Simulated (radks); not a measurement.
Q: These are the eigenvalues of the occupied orbitals of an atom or ion with whole-number occupations (hartree). Calculated with a radial shooting solver on a logarithmic mesh with Libxc functionals: scalar-relativistic Kohn-Sham, LDA (Slater exchange, Perdew-Wang correlation), spin-polarised, spherical densities, point nucleus.

| orbital | eigenvalue |
|---|---|
| 1s up | -973.9427 |
| 1s down | -973.9415 |
| 2s up | -144.9015 |
| 2s down | -144.9012 |
| 2p up | -130.1357 |
| 2p down | -130.1353 |
| 3s up | -27.25247 |
| 3s down | -27.25165 |
| 3p up | -22.40845 |
| 3p down | -22.40763 |
| 3d up | -14.80330 |
| 3d down | -14.80264 |
| 4s up | -4.21679 |
| 4s down | -4.21541 |
| 4p up | -2.78975 |
| 4p down | -2.78757 |
| 4d up | -0.76531 |
| 4d down | -0.75710 |
| 5s up | -0.50721 |

Which element is it, and in what charge state? The configuration may be excited. Open shells, if any, are filled with parallel spins first.

A: Z = 48, cadmium, charge +1: Cd+ in [Kr] 4d10 5s1. The list shows which subshells hold electrons but not how many an open one holds; the 1s level, -973.94 hartree, gives Z - s = 44.1 by -(Z - s)^2/2, which with screening and relativity narrows Z to a few neighbours, and the depths of the outer levels then fix element, charge and occupations together.
